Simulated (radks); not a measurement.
The numbers below are computed, except where a source is named.
The mean radii <r> (bohr) of the occupied orbitals of an atom or ion are listed with their occupations. Code: a radial shooting solver on a logarithmic mesh with Libxc functionals. Model: scalar-relativistic Kohn-Sham, PBE, spin-polarised, spherical densities, point nucleus.

| orbital | occ. | <r> |
|---|---|---|
| 1s up | 1 | 0.1202 |
| 1s down | 1 | 0.1202 |
| 2s up | 1 | 0.6253 |
| 2s down | 1 | 0.6249 |
| 2p up | 3 | 0.6020 |
| 2p down | 3 | 0.6012 |
| 3p up | 2 | 2.754 |

Name the element and its charge. Open shells, if any, are filled with parallel spins first.

Answer. Z = 13, aluminium, charge +1: Al+ in [Ne] 3p2. The 1s radius gives Z: for a bare nucleus <r> = (2 gamma + 1)/(2Z) with gamma = sqrt(1 - (Z/c)^2), 0.115 bohr for Z = 13, and screening makes it slightly larger (0.1202 here). The occupations add up to 12, and the charge is Z minus that.
